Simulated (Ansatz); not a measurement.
Molecule: sum formula H$_{4}$SiO$_{4}$ (charge 0, singlet). 
Structure (B3LYP-D3(BJ)/def2-TZVP (Ansatz, a program for electronic structure) minimum search):
```
Si
O 1 1.6365
H 2 0.9601 1 116.83
O 1 1.6365 2 113.12 3 -69.62
H 4 0.9601 1 116.83 2 -46.23
O 1 1.6365 2 113.12 3 46.23
H 6 0.9601 1 116.83 2 69.62
O 1 1.6365 2 102.39 3 168.30
H 8 0.9601 1 116.83 2 168.30
```
Charge 0, spin multiplicity 1.

Property: vertical triplet-singlet gap (E(triplet) - E(singlet); each state is the SCF solution reached for its spin; the molecule has degenerate orbitals, so one determinant may break the symmetry; for the triplet the Hartree-Fock reference is unstable and T1 is 0.029), in kJ/mol. Valence correlation only, unless marked. UHF or UKS for open shells. Spin-orbit coupling is left out. No relativistic terms.  The program attaches cautions to a run behind wB97X-V/def2-TZVPD: asymmetric forces.

```tsv
level	program	vertical triplet-singlet gap (kJ/mol)
HF/aug-cc-pV(Q+d)Z	Ansatz	670.6
PBE/def2-TZVPD	Ansatz	596.2
BHLYP/def2-TZVPD	Ansatz	739.5
wB97X-V/def2-TZVPD	Ansatz	765.1
B2PLYP/def2-TZVPD	Ansatz	747.3
RI-MP2/aug-cc-pV(Q+d)Z	Ansatz	811.1
```
